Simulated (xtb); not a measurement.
xtb input (GFN2-xTB):

```bash
xtb mol.xyz --gfn 2 --sp --chrg 0 --uhf 0
```
mol.xyz:
```
7

B      0.07708449     0.01202927    -0.00533162
F      0.72401766     1.16669685    -0.09943622
F      0.83621914    -1.07777976    -0.01165983
C     -1.47360481    -0.07947561     0.10486125
H     -1.95512297     0.89694856     0.10822970
H     -1.75589327    -0.61467533     1.01563107
H     -1.87490852    -0.66581963    -0.72650568
```

Output:

```
           -------------------------------------------------
          |                Calculation Setup                |
           -------------------------------------------------

           -------------------------------------------------
          |                 G F N 2 - x T B                 |
           -------------------------------------------------

        Reference                      10.1021/acs.jctc.8b01176
      * Hamiltonian:
        H0-scaling (s, p, d)           1.850000    2.230000    2.230000
        zeta-weighting                 0.500000
      * Dispersion:
        s8                             2.700000
        a1                             0.520000
        a2                             5.000000
        s9                             5.000000
      * Repulsion:
        kExp                           1.500000    1.000000
        rExp                           1.000000
      * Coulomb:
        alpha                          2.000000
        third order                    shell-resolved
        anisotropic                    true
        a3                             3.000000
        a5                             4.000000
        cn-shift                       1.200000
        cn-exp                         4.000000
        max-rad                        5.000000

          ...................................................
          :                      SETUP                      :
          :.................................................:
          :  # basis functions                  19          :
          :  # atomic orbitals                  19          :
          :  # shells                           11          :
          :  # electrons                        24          :
          :  max. iterations                   250          :
          :  Hamiltonian                  GFN2-xTB          :
          :  restarted?                      false          :
          :  GBSA solvation                  false          :
          :  PC potential                    false          :
          :  electronic temp.          300.0000000     K    :
          :  accuracy                    1.0000000          :
          :  -> integral cutoff          0.2500000E+02      :
          :  -> integral neglect         0.1000000E-07      :
          :  -> SCF convergence          0.1000000E-05 Eh   :
          :  -> wf. convergence          0.1000000E-03 e    :
          :  Broyden damping             0.4000000          :
          :  net charge                          0          :
          :  unpaired electrons                  0          :
          ...................................................

 iter      E             dE          RMSdq      gap      omega  full diag
   1    -14.3852750 -0.143853E+02  0.763E+00    7.98       0.0  T
   2    -14.5377856 -0.152511E+00  0.525E+00    5.21       1.0  T
   3    -14.5488564 -0.110708E-01  0.268E+00    6.25       1.0  T
   4    -14.5537878 -0.493147E-02  0.745E-01    5.95       1.0  T
   5    -14.5531848  0.603004E-03  0.653E-01    6.42       1.0  T
   6    -14.5570308 -0.384600E-02  0.908E-02    6.19       1.0  T
   7    -14.5570422 -0.113793E-04  0.631E-02    6.18       1.0  T
   8    -14.5570737 -0.315082E-04  0.182E-02    6.15       2.1  T
   9    -14.5570742 -0.493638E-06  0.253E-03    6.16      14.9  T
  10    -14.5570743 -0.362216E-07  0.810E-04    6.16      46.7  T
  11    -14.5570743 -0.536741E-08  0.128E-04    6.16     294.5  T

   *** convergence criteria satisfied after 11 iterations ***

         #    Occupation            Energy/Eh            Energy/eV
      -------------------------------------------------------------
         1        2.0000           -0.8284445             -22.5431
       ...           ...                  ...                  ...
         6        2.0000           -0.5497638             -14.9598
         7        2.0000           -0.5397419             -14.6871
         8        2.0000           -0.5135353             -13.9740
         9        2.0000           -0.5065345             -13.7835
        10        2.0000           -0.4920333             -13.3889
        11        2.0000           -0.4895607             -13.3216
        12        2.0000           -0.4589689             -12.4892 (HOMO)
        13                         -0.2326664              -6.3312 (LUMO)
        14                          0.1332694               3.6264
        15                          0.1664707               4.5299
        16                          0.1882764               5.1233
        17                          0.2224736               6.0538
       ...                                ...                  ...
        19                          0.4670169              12.7082
      -------------------------------------------------------------
                  HL-Gap            0.2263025 Eh            6.1580 eV
             Fermi-level           -0.3458176 Eh           -9.4102 eV

 SCC (total)                   0 d,  0 h,  0 min,  0.003 sec
 SCC setup                      ...        0 min,  0.000 sec (  2.421%)
 Dispersion                     ...        0 min,  0.000 sec (  0.912%)
 classical contributions        ...        0 min,  0.000 sec (  0.464%)
 integral evaluation            ...        0 min,  0.000 sec ( 12.506%)
 iterations                     ...        0 min,  0.002 sec ( 57.745%)
 molecular gradient             ...        0 min,  0.001 sec ( 22.291%)
 printout                       ...        0 min,  0.000 sec (  3.427%)

         :::::::::::::::::::::::::::::::::::::::::::::::::::::
         ::                     SUMMARY                     ::
         :::::::::::::::::::::::::::::::::::::::::::::::::::::
         :: total energy             -14.464435293332 Eh    ::
         :: gradient norm              0.017950390129 Eh/a0 ::
         :: HOMO-LUMO gap              6.158005135858 eV    ::
         ::.................................................::
         :: SCC energy               -14.557073994769 Eh    ::
         :: -> isotropic ES            0.054987817871 Eh    ::
         :: -> anisotropic ES          0.000612800915 Eh    ::
         :: -> anisotropic XC         -0.002380640109 Eh    ::
         :: -> dispersion             -0.002039192785 Eh    ::
         :: repulsion energy           0.092638701438 Eh    ::
         :: add. restraining           0.000000000000 Eh    ::
         :: total charge               0.000000000000 e     ::
         :::::::::::::::::::::::::::::::::::::::::::::::::::::

           -------------------------------------------------
          |                Property Printout                |
           -------------------------------------------------

    * Orbital Energies and Occupations

         #    Occupation            Energy/Eh            Energy/eV
      -------------------------------------------------------------
         1        2.0000           -0.8284445             -22.5431
         2        2.0000           -0.8234636             -22.4076
         3        2.0000           -0.6151466             -16.7390
         4        2.0000           -0.5689874             -15.4829
         5        2.0000           -0.5499604             -14.9652
         6        2.0000           -0.5497638             -14.9598
         7        2.0000           -0.5397419             -14.6871
         8        2.0000           -0.5135353             -13.9740
         9        2.0000           -0.5065345             -13.7835
        10        2.0000           -0.4920333             -13.3889
        11        2.0000           -0.4895607             -13.3216
        12        2.0000           -0.4589689             -12.4892 (HOMO)
        13                         -0.2326664              -6.3312 (LUMO)
Note: The following floating-point exceptions are signalling: IEEE_DENORMAL
normal termination of xtb
        14                          0.1332694               3.6264
        15                          0.1664707               4.5299
        16                          0.1882764               5.1233
        17                          0.2224736               6.0538
        18                          0.4435069              12.0684
        19                          0.4670169              12.7082
      -------------------------------------------------------------
                  HL-Gap            0.2263025 Eh            6.1580 eV
             Fermi-level           -0.3458176 Eh           -9.4102 eV

     #   Z          covCN         q      C6AA      α(0)
     1   5 B        2.345     0.520    20.466     8.649
     2   9 F        0.722    -0.261    11.888     4.072
     3   9 F        0.722    -0.263    11.916     4.077
     4   6 C        3.674    -0.215    25.041     7.171
     5   1 H        0.925     0.066     2.134     2.285
     6   1 H        0.924     0.076     2.020     2.222
     7   1 H        0.924     0.076     2.016     2.221

 Mol. C6AA /au·bohr⁶  :        418.980965
 Mol. C8AA /au·bohr⁸  :       9543.038543
 Mol. α(0) /au        :         30.695654

Wiberg/Mayer (AO) data.
largest (>0.10) Wiberg bond orders for each atom

 ---------------------------------------------------------------------------
     #   Z sym  total        # sym  WBO       # sym  WBO       # sym  WBO
 ---------------------------------------------------------------------------
     1   5 B    3.248 --     2 F    1.078     3 F    1.074     4 C    1.038
     2   9 F    1.171 --     1 B    1.078
     3   9 F    1.167 --     1 B    1.074
     4   6 C    3.986 --     1 B    1.038     5 H    0.985     6 H    0.956
                             7 H    0.955
     5   1 H    0.996 --     4 C    0.985
     6   1 H    0.994 --     4 C    0.956
     7   1 H    0.994 --     4 C    0.955
 ---------------------------------------------------------------------------

Topologies differ in total number of bonds
Writing topology from bond orders to xtbtopo.mol

molecular dipole:
                 x           y           z       tot (Debye)
 q only:       -0.864      -0.068       0.061
   full:       -0.845      -0.083       0.060       2.162
molecular quadrupole (traceless):
                xx          xy          yy          xz          yz          zz
 q only:        0.663       0.294      -2.101       0.047       0.131       1.438
  q+dip:        0.887       0.432      -3.008       0.077       0.190       2.121
   full:        0.258       0.407      -3.319       0.187       0.245       3.061

           -------------------------------------------------
          | TOTAL ENERGY              -14.464435293332 Eh   |
          | GRADIENT NORM               0.017950390129 Eh/α |
          | HOMO-LUMO GAP               6.158005135858 eV   |
           -------------------------------------------------

------------------------------------------------------------------------
------------------------------------------------------------------------
 total:
 SCF:
```
